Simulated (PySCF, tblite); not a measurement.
Compound: C5H14N2Si.
Cartesian coordinates in Å at the GFN2-xTB level; atoms count from 1:
```
atom  x, y, z in Å
C1     2.7298    1.4312    0.0173
N2     1.7651    0.9079   -0.5748
Si3    1.3753   -0.6791   -1.1214
C4    -0.0921   -1.2368   -0.0274
C5     0.3931   -1.9410    1.2374
C6    -1.0195   -0.0838    0.3499
N7    -1.6596    0.4808   -0.8212
C8    -2.5435    1.5817   -0.5034
H9     2.6899    2.4890    0.2698
H10    3.6436    0.9069    0.3112
H11    1.0013   -0.4389   -2.5148
H12    2.4250   -1.7065   -1.0458
H13   -0.6858   -1.9487   -0.6076
H14    0.9589   -1.2544    1.8657
H15   -0.4504   -2.3120    1.8194
H16    1.0321   -2.7864    0.9921
H17   -1.8170   -0.4539    1.0072
H18   -0.4478    0.6732    0.9189
H19   -0.9375    0.8044   -1.4596
H20   -2.9703    1.9711   -1.4263
H21   -3.3545    1.2089    0.1240
H22   -2.0464    2.4057    0.0324
```

Level of theory: PBE0/pcSseg-1 in PySCF (dipole) on a GFN2-xTB geometry, gas phase.

Masses are those of the commonest isotopes; rigid-rotor values at the optimised geometry. The values belong to one conformer with, in the numbering `[CH2:1]=[N:2][SiH2:3][C@@H:4]([CH3:5])[CH2:6][NH:7][CH3:8]`, C1–N2–Si3–C4 112°, N2–Si3–C4–C5 -90°, Si3–C4–C6–N7 64°, C4–C6–N7–C8 180°.

Give the principal moments of inertia and the rotational constants in MHz.

Ia = 264.26, Ib = 442.95, Ic = 568.69 u·Å²; 505379 MHz·u·Å²/I gives A = 1912, B = 1141, C = 888.7 MHz.

Classify the top.

An asymmetric top: κ = (2 × 1141 − 1912 − 888.7)/(1912 − 888.7) = -0.51.

Is it planar, by Δ = Ic − Ia − Ib?

Not planar: Δ = Ic − Ia − Ib = -138.52 u·Å². For a rigid frame Δ = −2 Σ m c², so Σ m c² = 69.26 u·Å² lies off the ab plane: 20.08 from hydrogen and 49.18 from heavier atoms. The atom farthest from that plane is 2.18 Å away.

List the rotational levels J(Ka,Kc) to J = 4 (K).

Above 0(0,0), as E/k:
J = 1: 1(0,1) 0.097, 1(1,1) 0.134, 1(1,0) 0.147
J = 2: 2(0,2) 0.290, 2(1,2) 0.317, 2(1,1) 0.353, 2(2,1) 0.465, 2(2,0) 0.467
J = 3: 3(0,3) 0.573, 3(1,3) 0.590, 3(1,2) 0.662, 3(2,2) 0.757, 3(2,1) 0.769, 3(3,1) 0.974, 3(3,0) 0.974
J = 4: 4(0,4) 0.942, 4(1,4) 0.951, 4(1,3) 1.070, 4(2,3) 1.144, 4(2,2) 1.177, 4(3,2) 1.367, 4(3,1) 1.370, 4(4,1) 1.665, 4(4,0) 1.665
The levels of one J sum to (2J + 1)J(J + 1)(A + B + C)/3.

Predict some low-J microwave lines.

The dipole components are |μa| = 1.47 D, |μb| = 0.31 D, |μc| = 1.37 D. The squared components, which scale the intensities, stand as 1.00 : 0.04 : 0.87 (a : b : c). Some lines, for components of 0.1 D or more:

| type | branch | J(Ka,Kc) | MHz | lower level (cm⁻¹) |
| --- | --- | --- | --- | --- |
| a | Q | 4(2,2) ← 4(2,3) | 675 | 0.795 |
| a | Q | 2(1,1) ← 2(1,2) | 757 | 0.220 |
| c | Q | 1(1,1) ← 1(0,1) | 771 | 0.068 |
| b | Q | 5(2,4) ← 5(1,5) | 4714 | 0.973 |
| b | R | 3(0,3) ← 2(1,2) | 5321 | 0.220 |
| b | R | 3(1,3) ← 2(0,2) | 6252 | 0.201 |
| c | R | 2(2,1) ← 1(1,1) | 6878 | 0.093 |
| b | Q | 5(5,0) ← 5(4,1) | 7965 | 1.500 |
| c | R | 3(2,1) ← 2(1,1) | 8652 | 0.246 |
| a | R | 5(4,2) ← 4(4,1) | 10264 | 1.157 |
| c | R | 4(1,3) ← 3(0,3) | 10361 | 0.398 |
| a | R | 5(3,2) ← 4(3,1) | 10400 | 0.952 |
| c | R | 5(2,4) ← 4(1,4) | 14062 | 0.661 |
| b | R | 5(4,1) ← 4(3,2) | 16478 | 0.950 |

Estimate the classical rotational partition function at 25 K, 50 K and 500 K.

Point group C1, symmetry number σ = 1; q = (√π/σ)·√((kT/h)³/(ABC)), k/h = 20836.6 MHz/K: 15100 at 25 K, 42800 at 50 K, 1350000 at 500 K.

Its GFN2-xTB frequencies are all real (lowest 27 cm⁻¹). No vibrational averaging or centrifugal distortion is included, and the geometry carries the error of its method. A rigid rotor knows nothing of inversion at nitrogen or internal rotation, which can split or shift real lines. Quadrupole hyperfine structure (14N) is left out.
